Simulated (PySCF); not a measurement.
**First hyperpolarisability: SMILES C#C/C=C1/C(=C)C[C@@H]1C, C₉H₁₀**

Molfile (atoms numbered from 1):
```
C9H10
     RDKit          3D

 19 19  0  0  0  0  0  0  0  0999 V2000
    2.7986   -2.2601   -0.0085 C   0  0  0  0  0  0  0  0  0  0  0  0
    2.2249   -1.2545   -0.3329 C   0  0  0  0  0  0  0  0  0  0  0  0
    1.5703   -0.0752   -0.7269 C   0  0  0  0  0  0  0  0  0  0  0  0
    0.2810    0.1714   -0.4738 C   0  0  0  0  0  0  0  0  0  0  0  0
   -0.6148    1.2813   -0.7659 C   0  0  0  0  0  0  0  0  0  0  0  0
   -0.4916    2.4343   -1.4071 C   0  0  0  0  0  0  0  0  0  0  0  0
   -1.7598    0.5993   -0.0550 C   0  0  0  0  0  0  0  0  0  0  0  0
   -0.8103   -0.5870    0.2487 C   0  0  2  0  0  0  0  0  0  0  0  0
   -0.5458   -0.8597    1.7211 C   0  0  0  0  0  0  0  0  0  0  0  0
    3.3004   -3.1359    0.2764 H   0  0  0  0  0  0  0  0  0  0  0  0
    2.1721    0.6477   -1.2639 H   0  0  0  0  0  0  0  0  0  0  0  0
   -1.3204    3.1155   -1.5042 H   0  0  0  0  0  0  0  0  0  0  0  0
    0.4392    2.7365   -1.8570 H   0  0  0  0  0  0  0  0  0  0  0  0
   -2.6116    0.3632   -0.6913 H   0  0  0  0  0  0  0  0  0  0  0  0
   -2.1146    1.1264    0.8299 H   0  0  0  0  0  0  0  0  0  0  0  0
   -1.0934   -1.5153   -0.2544 H   0  0  0  0  0  0  0  0  0  0  0  0
   -0.2445    0.0565    2.2255 H   0  0  0  0  0  0  0  0  0  0  0  0
    0.2528   -1.5903    1.8281 H   0  0  0  0  0  0  0  0  0  0  0  0
   -1.4420   -1.2449    2.2036 H   0  0  0  0  0  0  0  0  0  0  0  0
  1  2  3  0
  2  3  1  0
  3  4  2  0
  4  5  1  0
  5  6  2  0
  5  7  1  0
  7  8  1  0
  8  9  1  0
  8  4  1  0
  1 10  1  0
  3 11  1  0
  6 12  1  0
  6 13  1  0
  7 14  1  0
  7 15  1  0
  8 16  1  6
  9 17  1  0
  9 18  1  0
  9 19  1  0
M  END
```

Computed, not measured: quadratic response PBE0/def2-SVPD first hyperpolarisability, Taylor convention, gas phase (PySCF). Geometry: GFN2-xTB.

Question: Give β for the processes computed.

Answer: In au, Taylor convention; the vector part is βᵢ = ⅓ Σⱼ (βᵢⱼⱼ + βⱼᵢⱼ + βⱼⱼᵢ); β∥ is 3/5 of the vector part along the dipole, the dipole points from − to +:
```csv
process,λ (nm),β vector norm,β∥,β HRS,depolarisation ratio
"static β(0;0,0)",∞,141.6,-77.5,58.5,5.01
"second harmonic β(−2ω;ω,ω)",1550,189.2,-101.6,78.4,4.91
"Pockels β(−ω;ω,0)",1550,155.5,-84.6,–,–
"second harmonic β(−2ω;ω,ω)",1064,270.8,-142.1,112.3,4.80
"Pockels β(−ω;ω,0)",1064,173.4,-93.6,–,–
"second harmonic β(−2ω;ω,ω)",694.3,896.5,-442.0,372.7,4.75
"Pockels β(−ω;ω,0)",694.3,232.3,-123.1,–,–
```

Question: Which lowest excitations, dipole and polarisabilities go with it?

Answer: S1 4.43 eV (f = 0.519); S2 4.84 eV (f = 0.000); S3 5.81 eV (f = 0.044); dipole 0.89 D; isotropic α 113.8 au static, 114.8 au at 1550 nm, 116.1 au at 1064 nm, 118.3 au at 775 nm, 119.6 au at 694.3 nm, 124.8 au at 532 nm, 159.3 au at 347.1 nm.
